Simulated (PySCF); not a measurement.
**Basis-set dependence of excited states**

Compound: C4H5B.
Atom-mapped SMILES: `[BH2:1]/[CH:2]=[CH:3]\[C:4]#[CH:5]` (hydrogens: H6, H7 on B1; H8 on C2; H9 on C3; H10 on C5)

TDDFT with PBE0 (PySCF), vertical singlets, core orbitals frozen in the response, spherical d and f functions. Geometry: PBE0-D3(BJ)/def2-SVP; no solvent, vibrations or thermal averaging.

| basis | functions | diffuse | S1 (eV) | S2 (eV) | S3 (eV) | S4 (eV) | S5 (eV) | LUMO (eV) | α (au) |
| --- | --- | --- | --- | --- | --- | --- | --- | --- | --- |
| 6-31G* | 80 | no | 4.15 | 4.56 | 5.03 | 5.45 | 6.56 | -2.26 | 54.1 |
| def2-SVP | 95 | no | 4.13 | 4.50 | 4.88 | 5.35 | 6.49 | -2.53 | 57.7 |
| 6-31+G* | 100 | yes | 4.12 | 4.44 | 4.95 | 5.38 | 6.20 | -2.56 | 62.7 |
| def2-SVPD | 140 | yes | 4.12 | 4.46 | 4.87 | 5.34 | 6.35 | -2.62 | 66.6 |
| aug-cc-pVDZ | 160 | yes | 4.09 | 4.40 | 4.87 | 5.33 | 6.16 | -2.62 | 68.3 |
| def2-TZVP | 185 | no | 4.10 | 4.42 | 4.89 | 5.33 | 6.34 | -2.60 | 64.6 |
| def2-TZVPD | 230 | yes | 4.09 | 4.41 | 4.88 | 5.33 | 6.23 | -2.62 | 68.2 |

Q: How much do these states and the polarisability depend on the basis?

A: States are compared by their number. Against the largest diffuse basis here (def2-TZVPD, itself not a converged limit), sets without diffuse functions differ by up to 0.05 eV in S1 and 0.33 eV in S5; the smaller diffuse sets differ by up to 0.03 and 0.12 eV. State by state, the largest deviation of a set without diffuse functions is S1 0.05, S2 0.15, S3 0.15, S4 0.12, S5 0.33 eV. The same number needn't mean the same state in each row. Against def2-TZVPD the polarisability deviates by -21% in 6-31G*, -15% in def2-SVP, -8% in 6-31+G*, -2% in def2-SVPD, 0% in aug-cc-pVDZ, -5% in def2-TZVP. A single + in a Pople set puts diffuse functions on heavy atoms only.
